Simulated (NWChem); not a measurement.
The numbers come from NWChem runs, not from measurements. System: C$_{3}$H$_{7}$FSi, charge 0, spin multiplicity 1, at a geometry optimised with B3LYP/def2-SVP. The structure started from a generated list of species. Level: PBE/def2-SVP.

Job file:

```
start mol
memory heap 200 mb stack 800 mb global 1000 mb
geometry units angstroms nocenter noautoz
  C      2.536038     0.380811     0.000000
  Si     0.676426     0.697191     0.000000
  C     -0.239504    -0.948427     0.000000
  C     -1.566032    -1.068135     0.000000
  F     -2.376882     0.001807     0.000000
  H      3.095177     1.330045     0.000000
  H      2.840258    -0.191123     0.891612
  H      2.840258    -0.191123    -0.891612
  H      0.292718     1.492413    -1.205441
  H      0.292718     1.492413     1.205441
  H      0.316359    -1.892574     0.000000
  H     -2.138515    -2.002486     0.000000
  symmetry group Cs
end
basis spherical
  * library def2-svp
end
dft
  xc xpbe96 cpbe96
  semidirect memsize 60000000 filesize 0
  iterations 100
end
task dft energy
```

Part of the output:

```
             Northwest Computational Chemistry Package (NWChem) 7.3.0
             --------------------------------------------------------

                                NWChem Input Module
                                -------------------

 Scaling coordinates for geometry "geometry" by  1.889725989
 (inverse scale =  0.529177249)

 Turning off AUTOSYM since
 SYMMETRY directive was detected!

                             Geometry "geometry" -> ""
                             -------------------------

 Output coordinates in angstroms (scale by  1.889725989 to convert to a.u.)

  No.       Tag          Charge          X              Y              Z
 ---- ---------------- ---------- -------------- -------------- --------------
    1 C                    6.0000     2.53603800     0.38081100     0.00000000
    2 Si                  14.0000     0.67642600     0.69719100     0.00000000
    3 C                    6.0000    -0.23950400    -0.94842700     0.00000000
    4 C                    6.0000    -1.56603200    -1.06813500     0.00000000
    5 F                    9.0000    -2.37688200     0.00180700     0.00000000
    6 H                    1.0000     3.09517700     1.33004500     0.00000000
    7 H                    1.0000     2.84025800    -0.19112300     0.89161200
    8 H                    1.0000     2.84025800    -0.19112300    -0.89161200
    9 H                    1.0000     0.29271800     1.49241300    -1.20544100
   10 H                    1.0000     0.29271800     1.49241300     1.20544100
   11 H                    1.0000     0.31635900    -1.89257400     0.00000000
   12 H                    1.0000    -2.13851500    -2.00248600     0.00000000

 Effective nuclear repulsion energy (a.u.)     214.8707328025

            Nuclear Dipole moment (a.u.)
            ----------------------------
        X                 Y               Z
 ---------------- ---------------- ----------------
     0.0000207870    -0.0000075589     0.0000000000

      Symmetry information
      --------------------

 Group name             Cs
 Group number              2
 Group order               2
[...]
              MO Center= -8.5D-01, -5.8D-01, -4.3D-15, r^2= 2.6D+00
   Bfn.  Coefficient  Atom+Function         Bfn.  Coefficient  Atom+Function
  ----- ------------  ---------------      ----- ------------  ---------------
    38      0.394046   3 C  pz               52      0.354151   4 C  pz
    41      0.294615   3 C  pz               66      0.290323   5 F  pz
    69     -0.220243   5 F  pz               55      0.184705   4 C  pz
    90      0.130750   9 H  s                95     -0.130750  10 H  s
    91      0.109114   9 H  s                96     -0.109114  10 H  s

 Vector   25  Occ=0.000000D+00  E=-4.139727D-02  Symmetry=a"
              MO Center= -7.8D-01, -7.0D-01,  1.2D-15, r^2= 2.9D+00
   Bfn.  Coefficient  Atom+Function         Bfn.  Coefficient  Atom+Function
  ----- ------------  ---------------      ----- ------------  ---------------
    55      0.530626   4 C  pz               52      0.485401   4 C  pz
    41     -0.446085   3 C  pz               27     -0.410418   2 Si pz
    38     -0.345283   3 C  pz               91     -0.330221   9 H  s
    96      0.330221  10 H  s                66      0.200755   5 F  pz
    69     -0.185320   5 F  pz                9      0.113489   1 C  pz

 Vector   26  Occ=0.000000D+00  E= 2.440059D-02  Symmetry=a'
              MO Center=  1.1D+00,  4.2D-01,  7.4D-15, r^2= 5.9D+00
   Bfn.  Coefficient  Atom+Function         Bfn.  Coefficient  Atom+Function
  ----- ------------  ---------------      ----- ------------  ---------------
     3      1.998372   1 C  s                25     -1.124015   2 Si px
    76     -0.570327   6 H  s                81     -0.554049   7 H  s
    86     -0.554049   8 H  s                35     -0.428166   3 C  s
   101      0.394857  11 H  s                18     -0.373256   2 Si s
   106      0.336637  12 H  s                91     -0.274967   9 H  s

 Vector   27  Occ=0.000000D+00  E= 4.540956D-02  Symmetry=a'
              MO Center=  2.7D-01, -4.5D-02, -6.1D-15, r^2= 7.2D+00
   Bfn.  Coefficient  Atom+Function         Bfn.  Coefficient  Atom+Function
  ----- ------------  ---------------      ----- ------------  ---------------
    26      1.197271   2 Si py              106      0.838918  12 H  s
     3     -0.739066   1 C  s               101      0.619500  11 H  s
    40      0.527034   3 C  py               49     -0.484375   4 C  s
    91     -0.444218   9 H  s                96     -0.444218  10 H  s
    35      0.405916   3 C  s                81      0.404234   7 H  s

 center of mass
 --------------
 x =  -0.20714216 y =  -0.00108222 z =   0.00000000

 moments of inertia (a.u.)
 ------------------
         208.381171301864        -196.915668978304           0.000000000000
        -196.915668978304         934.465278679815           0.000000000000
           0.000000000000           0.000000000000        1110.483307803802

     Multipole analysis of the density
     ---------------------------------

     L   x y z        total         alpha         beta         nuclear
     -   - - -        -----         -----         ----         -------
     0   0 0 0     -0.000000    -24.000000    -24.000000     48.000000

     1   1 0 0      0.339802      0.169891      0.169891      0.000021
     1   0 1 0     -0.562355     -0.281174     -0.281174     -0.000008
     1   0 0 1      0.000000      0.000000      0.000000      0.000000

     2   2 0 0    -27.816394   -266.487136   -266.487136    505.157879
     2   1 1 0      1.779581    -55.079344    -55.079344    111.938270
     2   1 0 1     -0.000000     -0.000000     -0.000000      0.000000
     2   0 2 0    -26.895627    -73.809867    -73.809867    120.724107
     2   0 1 1      0.000000      0.000000      0.000000      0.000000
     2   0 0 2    -29.496560    -22.776247    -22.776247     16.055933

 Task  times  cpu:        8.1s     wall:        8.1s

 Total times  cpu:        8.1s     wall:        8.1s
```
